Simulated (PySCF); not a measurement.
## Electron correlation in Rb⁻ (rubidium, charge -1)

[Kr] 5s2, closed-shell 1S. Calculation: PySCF 2.14, in x2c-TZVPPall with one added diffuse shell each of s, p, d, f type (9s7p7d3f1g, 95 functions); scalar relativity by spin-free X2C-1e. Frozen: [Kr]; 2 electrons correlated.

With two correlated electrons CCSD is exact within the correlated space (frozen core and kept virtual orbitals).

```csv
level,correlation energy (mhartree)
CCSD,-20.14
```

Diagnostics: T1 = 0.043, D1 = 0.0612, largest double amplitude 0.143.

T1 exceeds 0.03, a sign that the reference determinant is poor.

Cost of the coupled-cluster step: of the order of 4 core-seconds, for 2 correlated electrons.

Iterations:

```
CC2 = 0
CCSD nocc = 1, nmo = 77
frozen orbitals [0, 1, 2, 3, 4, 5, 6, 7, 8, 9, 10, 11, 12, 13, 14, 15, 16, 17]
max_cycle = 100
direct = 0
conv_tol = 1e-08
conv_tol_normt = 1e-06
diis_space = 8
diis_start_cycle = 0
Init t2, MP2 energy = -2979.12736957871  E_corr(MP2) -0.0133237478641246
Init E_corr(CCSD) = -0.0133237478733247
cycle = 1  E_corr(CCSD) = -0.0160292258208104  dE = -0.00270547795  norm(t1,t2) = 0.0697959
cycle = 2  E_corr(CCSD) = -0.0176865046948143  dE = -0.00165727887  norm(t1,t2) = 0.0424675
cycle = 3  E_corr(CCSD) = -0.0200341953185618  dE = -0.00234769062  norm(t1,t2) = 0.0270322
cycle = 4  E_corr(CCSD) = -0.0200679531036548  dE = -3.37577851e-05  norm(t1,t2) = 0.00553565
cycle = 5  E_corr(CCSD) = -0.020123126835339  dE = -5.51737317e-05  norm(t1,t2) = 0.00245285
cycle = 6  E_corr(CCSD) = -0.0201548837332586  dE = -3.17568979e-05  norm(t1,t2) = 0.000611012
cycle = 7  E_corr(CCSD) = -0.0201340524507863  dE = 2.08312825e-05  norm(t1,t2) = 0.000245565
cycle = 8  E_corr(CCSD) = -0.0201387174789456  dE = -4.66502816e-06  norm(t1,t2) = 0.000109659
cycle = 9  E_corr(CCSD) = -0.0201402340982812  dE = -1.51661934e-06  norm(t1,t2) = 3.66018e-05
cycle = 10  E_corr(CCSD) = -0.0201398468542629  dE = 3.87244018e-07  norm(t1,t2) = 1.34682e-05
cycle = 11  E_corr(CCSD) = -0.0201399180732929  dE = -7.12190299e-08  norm(t1,t2) = 3.95303e-06
cycle = 12  E_corr(CCSD) = -0.020139915882146  dE = 2.19114686e-09  norm(t1,t2) = 1.50382e-06
cycle = 13  E_corr(CCSD) = -0.0201399090897106  dE = 6.79243543e-09  norm(t1,t2) = 3.01628e-07
CCSD converged
E(CCSD) = -2979.134185739937  E_corr = -0.02013990908971056
```
